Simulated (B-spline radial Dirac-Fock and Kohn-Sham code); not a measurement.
## Compton profile of Cs³⁷⁺

System: Cs³⁷⁺ in the configuration [Ne] 3s2 3p6.

Method: the impulse approximation on Dirac-Fock orbitals of the configuration average with a finite nucleus. Computed with a radial B-spline solver. pz is in atomic units of momentum; subshell profiles are per electron, for a selection of subshells; open shells are spread over both j values by their weights.

```csv
pz,J total,J 2s1/2,J 2p3/2,J 3p1/2,J 3p3/2
2.8,0.7883,0.0472,0.0268,0.0605,0.0620
4.1,0.6900,0.0429,0.0267,0.0548,0.0555
5.9,0.5339,0.0356,0.0262,0.0406,0.0401
8.6,0.3416,0.0239,0.0244,0.0180,0.0168
12,0.2167,0.0122,0.0204,0.00483,0.00450
18,0.1237,0.00292,0.0121,0.00274,0.00296
26,0.05868,0.00130,0.00465,0.00168,0.00161
38,0.02131,0.00111,0.000996,0.000420,0.000351
55,0.006802,0.000490,0.000138,6.36e-05,4.52e-05
79,0.001866,0.000135,1.44e-05,7.76e-06,4.46e-06
120,0.0003386,2.22e-05,< 1e-6,< 1e-6,< 1e-6
```

Question: What is the peak value J(0), and which subshell contributes most to it?

Answer: J(0) = 0.8835. The 3p3/2 subshell gives the largest part, 29 %.

Mean momentum ⟨p⟩ by subshell (a.u.): 1s1/2 51.5, 2s1/2 18.5, 2p1/2 24.6, 2p3/2 23.2, 3s1/2 10.2, 3p1/2 12.1, 3p3/2 11.7.
